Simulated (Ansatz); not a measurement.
Cost and result for the atomization energy of CH₃ClIIn, SMILES `[CH3][In]([Cl])[I]` (7 atoms, 6 bonds).

Total charge 0; spin multiplicity 1. Correlated methods include outer-core shells of I, In, which these sets cover unevenly. In, I takes the def2 core potential. Geometry: relaxed with PBE0-D4/def2-TZVP. Program: Ansatz. All runs use 4 threads of an Arm Neoverse V1 on a shared host. Times are those of one run each, without the atoms' runs, and a repeat can differ threefold. Electronic energies, without spin–orbit coupling; frozen cores. CCSD(T)/CBS adds CCSD(T) − MP2 in def2-TZVPP to the MP2 limit, and its time is that of the two runs behind it. T1 = 0.011. With those shells the extrapolation isn't a true limit. B3LYP takes the VWN-RPA correlation (the form of Gaussian; ORCA's B3LYP/G).

CCSD(T)/CBS is a level of theory with its own doubt, some kJ/mol a heavy atom from the limit and from the frozen cores, so smaller differences don't rank the functionals.

| level | functions | wall time |
| --- | --- | --- |
| revPBE-D4/def2-TZVPP | 215 | 2 s |
| PBE-D4/def2-TZVPP (with forces) | 215 | 2.4 s |
| PBE0-D4/def2-TZVPP | 215 | 3 s |
| CAM-B3LYP-D4/def2-TZVPP | 215 | 4.2 s |
| r2SCAN-D4/def2-TZVPP (with forces) | 215 | 5 s |
| B3LYP-D4/def2-TZVPP (with forces) | 215 | 5.5 s |
| B2PLYP/def2-TZVPP | 215 | 6 s |
| PBE-QIDH/def2-TZVPP | 215 | 6 s |
| CCSD(T)/def2-SVP | 99 | 6.5 s |
| B97M-V/def2-TZVPP | 215 | 10 s |
| MP2/def2-QZVPP | 381 | 15 s |
| CCSD(T)/def2-TZVPP | 215 | 3.2 min |
| CCSD(T)/CBS(def2) | – | 3.5 min |

Q: What atomization energy does each give, and how far from CCSD(T)/CBS? (An estimate is asked.)

A: Computed: 
| level | atomization (kcal/mol) | difference from CCSD(T)/CBS | per bond |
| --- | --- | --- | --- |
| revPBE-D4/def2-TZVPP | 494.1 | -14.9 | -2.5 |
| PBE-D4/def2-TZVPP (with forces) | 508.7 | -0.3 | -0.1 |
| PBE0-D4/def2-TZVPP | 504.7 | -4.3 | -0.7 |
| CAM-B3LYP-D4/def2-TZVPP | 498.8 | -10.2 | -1.7 |
| r2SCAN-D4/def2-TZVPP (with forces) | 506.6 | -2.4 | -0.4 |
| B3LYP-D4/def2-TZVPP (with forces) | 496.1 | -12.9 | -2.1 |
| B2PLYP/def2-TZVPP | 494.0 | -15.0 | -2.5 |
| PBE-QIDH/def2-TZVPP | 505.0 | -4.0 | -0.7 |
| CCSD(T)/def2-SVP | 473.8 | -35.2 | -5.9 |
| B97M-V/def2-TZVPP | 504.8 | -4.2 | -0.7 |
| MP2/def2-QZVPP | 511.5 | 2.5 | 0.4 |
| CCSD(T)/def2-TZVPP | 492.8 | -16.2 | -2.7 |
| CCSD(T)/CBS(def2) | 509.0 | 0.0 | 0.0 |

From r2SCAN to r2SCAN0 (25 % exact exchange), in def2-TZVPP and without D4, the atomization energy moves by −5.7 kcal/mol: exact exchange takes away binding that semilocal exchange gives to molecules. In def2-TZVPP, CCSD(T) changes the Hartree–Fock value by +116.6 kcal/mol (the triples alone add +8.9 kcal/mol) and MP2 by +125.8 kcal/mol; breaking electron pairs costs correlation energy, which Hartree–Fock lacks. Leaving LDA and LC-ωPBE aside and taking each functional with its dispersion term where it has one, the values, not all of them listed here, spread over 19.7 kcal/mol, from BHLYP-D4 to PBE-D4. LDA lies +66.5 kcal/mol from PBE without D4, its usual overbinding.

Spin–orbit coupling would lower the free I, In atoms strongly, and the atomization energy with them, by more than many differences here.
